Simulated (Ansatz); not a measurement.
`[NH2][ZnH]` + CH₃NH₂ → `C[NH][ZnH]` + NH₃  (ligand exchange at a Zn–N bond)

Gas-phase electronic energies from Ansatz, PBE0-D4/def2-TZVP geometries. CBS: MP2 limit from def2 TZ/QZ plus the TZ coupled-cluster correction, frozen cores. This one scheme is used for every species. Functionals use def2-TZVPP. For Zn outer-core shells are correlated without core-valence functions, which leaves a few kJ/mol of doubt a bond. Scalar relativity is left out up to krypton.

```tsv
level	ΔE (kJ/mol)
r2SCAN	5.3
CCSD(T)/def2-SVP	0.2
HF/CBS(def2)	10.5
CCSD/CBS(def2)	6.6
```

Task: What does CCSD(T)/CBS give? (Estimate.)

Result: Ansatz gave: +5.6 kJ/mol. The listed levels differ from it by -0.3, -5.4, 4.9, 1.0 kJ/mol.

Largest T1 diagnostic among the species: 0.016.

In def2-TZVPP, CCSD(T) changes the Hartree–Fock value by −5.6 kJ/mol (the triples alone add −1.0 kJ/mol) and MP2 by −6.2 kJ/mol. At CCSD(T), def2-SVP lies −5.4 kJ/mol from the extrapolated value and def2-TZVPP −0.9 kJ/mol. Leaving LDA and LC-ωPBE aside and taking each functional with its dispersion term where it has one, the values, not all of them listed here, spread over 3.4 kJ/mol, from revPBE-D4 to ωB97M-V.
